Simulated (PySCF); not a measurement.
## Working out the ionisation energy of W+

W+ [Xe] 4f14 5d4 6s1 (6D) → W(2+) [Xe] 4f14 5d4 (5D). Calculation: PySCF 2.14, in def2-SVP with the def2 core potential (60 electrons) (6s3p2d1f, 32 functions); a scalar-relativistic core potential. Frozen: 5s2 5p6. Energies in hartree (1 hartree = 27.21139 eV):

```json
{"part": "UHF", "W+ (lower)": "-66.096276", "W(2+) (upper)": "-65.546682"}
{"part": "MP2 opposite-spin", "W+ (lower)": "0.000000", "W(2+) (upper)": "0.000000"}
{"part": "MP2 same-spin", "W+ (lower)": "-0.032048", "W(2+) (upper)": "-0.018415"}
```

Question: What does Hartree-Fock give?

Answer: (-65.546682) − (-66.096276) = 0.549594 hartree = 14.955 eV.

Question: What do MP2 and SCS-MP2 (6/5 opposite-spin, 1/3 same-spin) give?

Answer: The opposite-spin parts differ by 0.000 eV and the same-spin parts by 0.371 eV. MP2: 14.955 + (0.000) + (0.371) = 15.326 eV. SCS-MP2: 14.955 + 1.2 × (0.000) + (0.371)/3 = 15.079 eV.

Reference: 16.37 ± 0.15 eV (semi-empirical (NIST evaluation); NIST Atomic Spectra Database, ionization energies), between the lowest levels; spin-orbit coupling is absent from the calculation.

A double-zeta basis recovers only part of the correlation energy.

What remains against the reference includes basis incompleteness, the frozen core and correlation beyond second order.
